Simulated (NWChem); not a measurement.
System: GaHF$_{2}$; SMILES [F][GaH][F]

The following NWChem deck was run.

```
start job
memory heap 200 mb stack 900 mb global 1100 mb
geometry units angstroms
  Ga     0.000000     0.000000    -0.313506
  H      0.000000     0.000000    -1.863628
  F     -1.454414     0.000000     0.655270
  F      1.454414     0.000000     0.655270
end
basis spherical
  Ga library def2-svp
  H library def2-svp
  F library def2-svp
end
dft
  xc becke88 lyp
  iterations 150
end
driver
  maxiter 120
end
task dft optimize
task dft freq
```

Parts of the log:

```
             Northwest Computational Chemistry Package (NWChem) 7.3.0
             --------------------------------------------------------

 C2V symmetry detected

                             Geometry "geometry" -> ""
                             -------------------------

 Output coordinates in angstroms (scale by  1.889725989 to convert to a.u.)

  No.       Tag          Charge          X              Y              Z
 ---- ---------------- ---------- -------------- -------------- --------------
    1 Ga                  31.0000     0.00000000     0.00000000    -0.31775692
    2 H                    1.0000     0.00000000     0.00000000    -1.86787892
    3 F                    9.0000    -1.45441400     0.00000000     0.65101908
    4 F                    9.0000     1.45441400     0.00000000     0.65101908

 Effective nuclear repulsion energy (a.u.)     197.5639432455

      Symmetry information
      --------------------

 Group name             C2v
 Group number             16
 Group order               4
 No. of unique centers     3

                                Z-matrix (autoz)
                                --------

 Units are Angstrom for bonds and degrees for angles

      Type          Name      I     J     K     L     M      Value
      ----------- --------  ----- ----- ----- ----- ----- ----------
    1 Stretch                  1     2                       1.55012
    2 Stretch                  1     3                       1.74753
    3 Stretch                  1     4                       1.74753
    4 Bend                     2     1     3               123.66733
    5 Bend                     2     1     4               123.66733
    6 Bend                     3     1     4               112.66533
    7 Torsion                  2     1     3     4         180.00000
    8 Torsion                  2     1     4     3         180.00000
    9 Torsion                  3     1     2     4         180.00000
   10 Torsion                  2     4     1     3         180.00000
   11 Torsion                  3     2     1     4         180.00000
   12 Torsion                  2     3     1     4         180.00000

                           NWChem Geometry Optimization
                           ----------------------------

 maximum gradient threshold         (gmax) =   0.000450
 rms gradient threshold             (grms) =   0.000300
 maximum cartesian step threshold   (xmax) =   0.001800
 rms cartesian step threshold       (xrms) =   0.001200
 fixed trust radius                (trust) =   0.300000
 source of zmatrix                         =   autoz

          -------------------
          Energy Minimization
          -------------------

 Using diagonal initial Hessian
 Scaling for Hessian diagonals: bonds = 1.00  angles = 0.25  torsions = 0.10

          --------
          Step   0

                                 NWChem DFT Module
                                 -----------------

 Summary of "ao basis" -> "ao basis" (spherical)
 ------------------------------------------------------------------------------
       Tag                 Description            Shells   Functions and Types
 ---------------- ------------------------------  ------  ---------------------
 Ga                         def2-svp                12       32   5s4p3d
 H                          def2-svp                 3        5   2s1p
 F                          def2-svp                 6       14   3s2p1d

      Symmetry analysis of basis
      --------------------------

        a1         28
        a2          7
        b1         18
        b2         12

            General Information
            -------------------
          SCF calculation type: DFT
          Wavefunction type:  closed shell.
          No. of atoms     :     4
          No. of electrons :    50
           Alpha electrons :    25
            Beta electrons :    25
          Charge           :     0
          Spin multiplicity:     1
          Use of symmetry is: on ; symmetry adaption is: on
          Maximum number of iterations: 150
          AO basis - number of functions:    65
                     number of shells:    27
          Convergence on energy requested:  1.00D-06
          Convergence on density requested:  1.00D-05
          Convergence on gradient requested:  5.00D-04

              XC Information
              --------------
                    Becke 1988 Exchange Functional  1.000
              Lee-Yang-Parr Correlation Functional  1.000

             Grid Information
             ----------------
          Grid used for XC integration:  medium
          Radial quadrature: Mura-Knowles
          Angular quadrature: Lebedev.
          Tag              B.-S. Rad. Rad. Pts. Rad. Cut. Ang. Pts.
          ---              ---------- --------- --------- ---------
          Ga                  1.30      112           7.0       590
          H                   0.35       45           8.0       434
          F                   0.50       49           8.0       434
          Grid pruning is: on
          Number of quadrature shells:   206
          Spatial weights used:  Erf1

      Superposition of Atomic Density Guess
      -------------------------------------

 Sum of atomic energies:       -2122.06016280

      Non-variational initial energy
      ------------------------------

 Total energy =   -2122.074172
 1-e energy   =   -3357.251513
 2-e energy   =    1037.613398
 HOMO         =      -0.469283
 LUMO         =      -0.014443

      Symmetry analysis of molecular orbitals - initial
      -------------------------------------------------

  Numbering of irreducible representations:

     1 a1          2 a2          3 b1          4 b2

  Orbital symmetries:

     1 a1          2 a1          3 a1          4 b1          5 b2
     6 a1          7 b1          8 a1          9 a1         10 b1
    11 b2         12 a1         13 b1         14 a1         15 b1
    16 a2         17 b2         18 a1         19 a1         20 b1
    21 a1         22 b2         23 a2         24 b1         25 a1
    26 a1         27 b2         28 b1         29 a1         30 a1
    31 b2         32 a1         33 b1         34 b2         35 a2

   convergence    iter        energy       DeltaE   RMS-Dens  Diis-err
 ---------------- ----- ----------------- --------- --------- ---------
 d= 0,ls=0.0,diis     1  -2124.7218952176 -2.32D+03  4.27D-02  1.04D+00
 d= 0,ls=0.0,diis     2  -2123.8018195431  9.20D-01  2.89D-02  1.09D+01
 d= 0,ls=0.0,diis     3  -2124.8575893845 -1.06D+00  1.57D-03  6.47D-02
 d= 0,ls=0.0,diis     4  -2124.8596995540 -2.11D-03  1.12D-03  2.74D-02
 d= 0,ls=0.0,diis     5  -2124.8611322259 -1.43D-03  2.40D-04  3.85D-04
  Resetting Diis
 d= 0,ls=0.0,diis     6  -2124.8611611872 -2.90D-05  3.75D-05  2.74D-06
 d= 0,ls=0.0,diis     7  -2124.8611615638 -3.77D-07  1.97D-05  2.55D-07
 d= 0,ls=0.0,diis     8  -2124.8611615722 -8.33D-09  9.17D-06  3.08D-07

         Total DFT energy =    -2124.861161572167
      One electron energy =    -3356.303491277917
           Coulomb energy =     1130.305089333580
    Exchange-Corr. energy =      -96.426702873333
 Nuclear repulsion energy =      197.563943245503

 Numeric. integr. density =       49.999995380661

                  Occupations of the irreducible representations
                  ----------------------------------------------

                     irrep           alpha         beta
                     --------     --------     --------
                     a1               12.0         12.0
                     a2                2.0          2.0
                     b1                7.0          7.0
                     b2                4.0          4.0

                       DFT Final Molecular Orbital Analysis
                       ------------------------------------

 Vector   23  Occ=2.000000D+00  E=-3.192304D-01  Symmetry=a2
              MO Center= -2.4D-13,  1.1D-15,  6.3D-01, r^2= 2.5D+00
   Bfn.  Coefficient  Atom+Function         Bfn.  Coefficient  Atom+Function
  ----- ------------  ---------------      ----- ------------  ---------------
    42      0.470154  3 F  py                56     -0.470154  4 F  py
    45     -0.323273  3 F  py                59      0.323273  4 F  py
    18     -0.097253  1 Ga d -2              28      0.068610  1 Ga d -2

[...]

      ----------------------
      Optimization converged
      ----------------------

  Step       Energy      Delta E   Gmax     Grms     Xrms     Xmax
  ---- ---------------- -------- -------- -------- -------- --------
@    4   -2124.86149782 -4.1D-08  0.00002  0.00001  0.00026  0.00051
                                     ok       ok       ok       ok

                                Z-matrix (autoz)
                                --------

 Units are Angstrom for bonds and degrees for angles

      Type          Name      I     J     K     L     M      Value     Gradient
      ----------- --------  ----- ----- ----- ----- ----- ---------- ----------
    1 Stretch                  1     2                       1.55424    0.00002
    2 Stretch                  1     3                       1.76554    0.00002
    3 Stretch                  1     4                       1.76554    0.00002
    4 Bend                     2     1     3               123.83774   -0.00000
    5 Bend                     2     1     4               123.83774   -0.00000
    6 Bend                     3     1     4               112.32451    0.00001
    7 Torsion                  2     1     3     4         180.00000    0.00000
    8 Torsion                  2     1     4     3         180.00000    0.00000
    9 Torsion                  3     1     2     4         180.00000    0.00000
   10 Torsion                  2     4     1     3         180.00000    0.00000
   11 Torsion                  3     2     1     4         180.00000    0.00000
   12 Torsion                  2     3     1     4         180.00000    0.00000

                         Geometry "geometry" -> "geometry"
                         ---------------------------------

 Output coordinates in angstroms (scale by  1.889725989 to convert to a.u.)

  No.       Tag          Charge          X              Y              Z
 ---- ---------------- ---------- -------------- -------------- --------------
    1 Ga                  31.0000     0.00000000     0.00000000    -0.32390225
    2 H                    1.0000     0.00000000     0.00000000    -1.87814508
    3 F                    9.0000    -1.46648704     0.00000000     0.65922483
    4 F                    9.0000     1.46648704     0.00000000     0.65922483

 Effective nuclear repulsion energy (a.u.)     195.6661453713

      Symmetry information
      --------------------

 Group name             C2v
 Group number             16
 Group order               4
 No. of unique centers     3

                Final and change from initial internal coordinates
                --------------------------------------------------

                                Z-matrix (autoz)
                                --------

 Units are Angstrom for bonds and degrees for angles

      Type          Name      I     J     K     L     M      Value       Change
      ----------- --------  ----- ----- ----- ----- ----- ---------- ----------
    1 Stretch                  1     2                       1.55424    0.00412
    2 Stretch                  1     3                       1.76554    0.01801
    3 Stretch                  1     4                       1.76554    0.01801
    4 Bend                     2     1     3               123.83774    0.17041
    5 Bend                     2     1     4               123.83774    0.17041
    6 Bend                     3     1     4               112.32451   -0.34082
    7 Torsion                  2     1     3     4         180.00000    0.00000
    8 Torsion                  2     1     4     3         180.00000    0.00000
    9 Torsion                  3     1     2     4         180.00000    0.00000
   10 Torsion                  2     4     1     3         180.00000    0.00000
   11 Torsion                  3     2     1     4         180.00000    0.00000
   12 Torsion                  2     3     1     4         180.00000    0.00000

 ==============================================================================
                                internuclear distances
 ------------------------------------------------------------------------------
       center one      |      center two      | atomic units |  angstroms
 ------------------------------------------------------------------------------
    2 H                |   1 Ga               |     2.93709  |     1.55424
    3 F                |   1 Ga               |     3.33638  |     1.76554
    4 F                |   1 Ga               |     3.33638  |     1.76554
 ------------------------------------------------------------------------------
                         number of included internuclear distances:          3
 ==============================================================================

[...]

 Rotational Constants
 --------------------
 A=   0.617673 cm-1  (  0.888674 K)
 B=   0.206299 cm-1  (  0.296811 K)
 C=   0.154648 cm-1  (  0.222498 K)

 Temperature                      =   298.15K
 frequency scaling parameter      =   1.0000

 Zero-Point correction to Energy  =    6.524 kcal/mol  (  0.010397 au)
 Thermal correction to Energy     =    9.087 kcal/mol  (  0.014480 au)
 Thermal correction to Enthalpy   =    9.679 kcal/mol  (  0.015424 au)

 Total Entropy                    =   66.586 cal/mol-K
   - Translational                =   39.928 cal/mol-K (mol. weight = 107.9303)
   - Rotational                   =   22.532 cal/mol-K (symmetry #  =        2)
   - Vibrational                  =    4.127 cal/mol-K

 Cv (constant volume heat capacity) =   12.017 cal/mol-K
   - Translational                  =    2.979 cal/mol-K
   - Rotational                     =    2.979 cal/mol-K
   - Vibrational                    =    6.058 cal/mol-K

[normal modes left out]

 ----------------------------------------------------------------------------
 Normal Eigenvalue ||           Projected Infra Red Intensities
  Mode   [cm**-1]  || [atomic units] [(debye/angs)**2] [(KM/mol)] [arbitrary]
 ------ ---------- || -------------- ----------------- ---------- -----------
    1       -0.000 ||    0.002703           0.062         2.635       1.079
    2       -0.000 ||    0.000655           0.015         0.638       0.261
    3       -0.000 ||    0.001353           0.031         1.319       0.540
    4       -0.000 ||    0.002892           0.067         2.819       1.154
    5        0.000 ||    0.002445           0.056         2.384       0.976
    6        0.000 ||    0.000005           0.000         0.005       0.002
    7      199.633 ||    0.025521           0.589        24.879      10.190
    8      442.938 ||    0.053425           1.233        52.081      21.330
    9      557.450 ||    0.074870           1.727        72.987      29.893
   10      670.611 ||    0.033640           0.776        32.794      13.431
   11      704.143 ||    0.059103           1.364        57.617      23.597
   12     1991.140 ||    0.043944           1.014        42.839      17.545
 ----------------------------------------------------------------------------
```

Level: BLYP/def2-SVP.
